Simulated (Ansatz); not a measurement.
Ansatz (a first-principles code) input file for B(F)2(vinyl) (C2H3BF2), SMILES C=CB(F)F, PBE0/def2-SVPD. Geometry optimised at B3LYP-D3(BJ)/def2-SVP. One conformer was computed; it need not be the lowest.

Ansatz 0.2 input:
```yaml
crystal:
  periodic: [false, false, false]
  atoms:
    - {symbol: B, position_ang: [-0.02838410, 0.51868745, 0.00000000]}
    - {symbol: F, position_ang: [-0.76290798, 1.62168784, 0.00000000]}
    - {symbol: F, position_ang: [1.28811610, 0.68198743, 0.00000000]}
    - {symbol: C, position_ang: [-0.67299227, -0.88961390, 0.00000000]}
    - {symbol: C, position_ang: [0.07099220, -2.00727552, 0.00000000]}
    - {symbol: H, position_ang: [-1.76556190, -0.97776078, 0.00000000]}
    - {symbol: H, position_ang: [-0.37261709, -3.00859229, 0.00000000]}
    - {symbol: H, position_ang: [1.16522684, -1.95882507, 0.00000000]}
basis:
  gaussian:
    orbitals: def2-SVPD
hamiltonian:
  xc: {name: PBE0}
```

Output:

```
WARN ansatz: RAYON_NUM_THREADS=1 ignored (pool sized by the plan → 1); use --threads N
Functional definition: PBE0
integrals: 0.05 GiB planned
1059 factors; their error is unknown
mean field: 0.48 GiB planned
mean field evaluation 1: about -8216.7121 eV, gradient 4.7e1 eV
mean field evaluation 2: about -8215.6349 eV, gradient 5.5e1 eV
mean field evaluation 4: about -8221.2269 eV, gradient 1.9e0 eV
mean field evaluation 8: about -8221.2327 eV, gradient 2.6e-2 eV
mean field evaluation 16: about -8221.2531 eV, gradient 1.0e-5 eV
mean field -8221.25309969 eV, -302.1254788480 hartree, gradient 1.0e-5 eV, S^2 0.000000; 0 other end points of the search recorded, 0 dependent functions left out
reference -8221.25313233 eV, -302.1254800477 hartree; 19, 19 occupied and 111, 111 virtual orbitals, 1059 factors
Total energy: -8221.25313233 eV, -302.1254800477 hartree
```

The calculation finished and met its thresholds.
